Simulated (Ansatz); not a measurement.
```yaml
crystal:
  periodic: [false, false, false]
  atoms:
    - {symbol: C, position_ang: [-1.553483, -0.048939, -0.110533]}
    - {symbol: Ge, position_ang: [0.462742, 0.057712, -0.652023]}
    - {symbol: N, position_ang: [1.496398, -0.532370, 0.667358]}
    - {symbol: F, position_ang: [0.653127, -0.390053, -1.784380]}
    - {symbol: F, position_ang: [0.305688, 2.194352, -0.843234]}
    - {symbol: H, position_ang: [-1.577107, 0.157847, 1.037420]}
    - {symbol: H, position_ang: [-1.689137, -1.355971, 0.088687]}
    - {symbol: H, position_ang: [-2.053776, 0.397476, -0.546787]}
    - {symbol: H, position_ang: [2.623082, 0.076787, 0.512802]}
    - {symbol: H, position_ang: [1.370074, 0.072382, 1.657148]}
basis:
  gaussian: {orbitals: def2-mTZVP}
hamiltonian: {xc: {name: CCSD(T)}}
```

```sh
$ ansatz run in.yaml --threads 4 --pin off --events-out ev --progress --plain --max-ram 10444MiB
```

How does Ansatz answer? (An estimate is asked.)

Ansatz gave: The input was rejected before any iteration.
```
Error: YAML parse error: error: line 16 column 19: hamiltonian.xc: no functional is named "CCSD(T)"; the names, which are not case-sensitive, are SVWN5, SPW92, PBE, PBE0, PBEsol, revPBE, revPBE0, RPBE, rPW86-PBE, HSE06, wPBEh, LC-wPBE, HISS, HF, BLYP, B3LYP, B3LYP5, BHLYP, CAM-B3LYP, r2SCAN, r2SCANh, r2SCAN0, r2SCAN50, m-r2SCAN, B97, wB97, wB97X, wB97X-V, B97M-V, wB97M-V, B2PLYP, B2GP-PLYP, PBE0-DH, PBE-QIDH
14 | basis:
15 |   gaussian: {orbitals: def2-mTZVP}
16 | hamiltonian: {xc: {name: CCSD(T)}}
```

HSE06 is defined as in plane-wave codes.
